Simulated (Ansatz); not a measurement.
Basis-set extrapolation for `O[SiH]([AlH2])CF` (PBE0-D4/def2-TZVP geometry, frozen core, Ansatz). Multiplicity 1, RHF reference.

|  | def2-TZVPP | def2-QZVPP |
| --- | --- | --- |
| HF | -746.640396 | -746.666668 |
| MP2 correlation | -0.859074 | -0.930043 |
| CCSD(T) correlation | -0.935091 | not run |

Energies in hartree. Use E(X) = E(∞) + A·exp(−7.88·√X) for Hartree–Fock and E(X) = E(∞) + B·X^(−2.97) for correlation, with X = 3 and 4, and add CCSD(T) minus MP2 of the smaller set to the MP2 limit.

**Question.** What is the CCSD(T) energy at the basis-set limit?

**Answer.** HF limit: -746.666668 + (-0.026272) × 0.13774 = -746.67029. MP2 limit: -0.930043 + (-0.070969) × 0.74074 = -0.98261. Higher-order term: -0.935091 − (-0.859074) = -0.07602. Total: -747.72892 hartree, 402.8 kJ/mol below CCSD(T)/def2-TZVPP.
